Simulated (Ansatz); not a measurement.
A run for Ansatz (a program for electronic structure): R-wB97M-V/def2-TZVPPD on H8OSi2 (a complex), monomers drawn apart or pushed together. Files ending in .json are basis or fitting sets from the Basis Set Exchange.

Ansatz 0.2 input:
```yaml
crystal:
  periodic: [false, false, false]
  atoms:
    - {symbol: O, position_ang: [0.76908816, 0.68805834, 0.74716409]}
    - {symbol: H, position_ang: [1.57405291, 0.16663466, 0.65640225]}
    - {symbol: H, position_ang: [0.17031394, 0.35819565, 0.06837880]}
    - {symbol: Si, position_ang: [-0.92021567, -1.50815745, 4.08734063]}
    - {symbol: Si, position_ang: [-0.90841479, 0.74739957, 4.74084361]}
    - {symbol: H, position_ang: [0.45279702, -1.99188752, 3.79651517]}
    - {symbol: H, position_ang: [-1.74829169, -1.71234608, 2.87227210]}
    - {symbol: H, position_ang: [-1.47894358, -2.37750078, 5.15509128]}
    - {symbol: H, position_ang: [0.47286225, 1.27973676, 4.76832959]}
    - {symbol: H, position_ang: [-1.47349266, 0.87595459, 6.10985638]}
    - {symbol: H, position_ang: [-1.74069622, 1.56375737, 3.82818176]}
basis:
  gaussian:
    orbitals: def2-TZVPPD.json
hamiltonian:
  xc: {name: wB97M-V}
scf: {lower_state_search: off}
```

Program output:

```
Functional definition: wB97M-V
[...]
these checks for a lower state are left out or cut short: stability, starts, cluster_reference, orbital_swaps, neighbouring_geometries, increment
integrals: 0.28 GiB planned
1276 factors; their error is unknown
integrals: 0.31 GiB planned
400 factors; integrals over basis functions are off by at most 2.8e-5 eV
mean field: 1.53 GiB planned
mean field evaluation 1: about -17927.7600 eV, gradient 4.5e1 eV
mean field evaluation 2: about -17927.2750 eV, gradient 5.0e1 eV
mean field evaluation 4: about -17931.1766 eV, gradient 3.8e-1 eV
mean field evaluation 8: about -17931.1900 eV, gradient 4.5e-1 eV
mean field evaluation 16: about -17931.1902 eV, gradient 2.0e-5 eV
mean field -17931.19024813 eV, -658.9590874215 hartree, gradient 6.1e-6 eV, S^2 0.000000; 0 other end points of the search recorded, 0 dependent functions left out
reference -17931.19032502 eV, -658.9590902472 hartree; 22, 22 occupied and 250, 250 virtual orbitals, 1276 factors
Total energy: -17931.19032502 eV, -658.9590902472 hartree
Checks for a lower state left out: stability, starts, cluster_reference, orbital_swaps, neighbouring_geometries, increment
```

The run converged.

Cost: roughly 12 core-seconds.
